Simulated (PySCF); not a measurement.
## How methods differ on the excitation energy of Mg⁺

Mg⁺ [Ne] 3s1 (2S) → Mg⁺ [Ne] 3d1 (2D), as a difference of total energies. Calculation: PySCF 2.14, in aug-cc-pVTZ; no relativity, point nucleus. The calculations carry no spin-orbit coupling.

```csv
method,excitation energy (eV)
UHF,8.659
LDA,8.762
PBE,8.497
PBE0,8.558
r2SCAN,8.493
B3LYP,8.654
MN15,8.652
TPSS,8.347
wB97X-V,8.767
```

For comparison: 8.864 eV (measured; NIST levels, between the centres of gravity of the two terms).
